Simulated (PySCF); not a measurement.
## Vanadium: a sound run and one with changed settings

Sound run: V [Ar] 3d3 4s2, V+ [Ar] 3d4. Calculation: PySCF 2.14, in x2c-TZVPall (6s5p4d1f, 48 functions); scalar relativity by spin-free X2C-1e. In the sound run the correlated levels freeze [Ar]. The sound run starts from symmetry-adapted Hartree-Fock orbitals and uses a fine grid where one is needed.

Changed run: the non-relativistic Hamiltonian (point nucleus). This setting is unsound on purpose.

```json
{"species": "V", "method": "UHF", "sound run (hartree)": "-948.13172", "changed run (hartree)": "-941.39812", "converged": "yes"}
{"species": "V", "method": "LDA", "sound run (hartree)": "-946.95325", "changed run (hartree)": "-940.22689", "converged": "yes"}
{"species": "V", "method": "MP2", "sound run (hartree)": "-948.18226", "changed run (hartree)": "-941.44790", "converged": "yes"}
{"species": "V+", "method": "UHF", "sound run (hartree)": "-947.90607", "changed run (hartree)": "-941.18542", "converged": "yes"}
{"species": "V+", "method": "LDA", "sound run (hartree)": "-946.71476", "changed run (hartree)": "-940.00321", "converged": "yes"}
{"species": "V+", "method": "MP2", "sound run (hartree)": "-947.94376", "changed run (hartree)": "-941.22272", "converged": "yes"}
```

Ionisation energy of V:

```
 method  sound run (eV)  changed run (eV)
    UHF           6.140             5.788
    LDA           6.490             6.087
    MP2           6.490             6.128
SCS-MP2           6.937             6.574
```

Most of the change in total energy is the relativistic energy itself. On top of that the contraction fixes the core shape for the Hamiltonian it was made with, so the changed run is not a good calculation with the other Hamiltonian either.

For comparison, NIST gives 6.746 eV between the lowest levels.
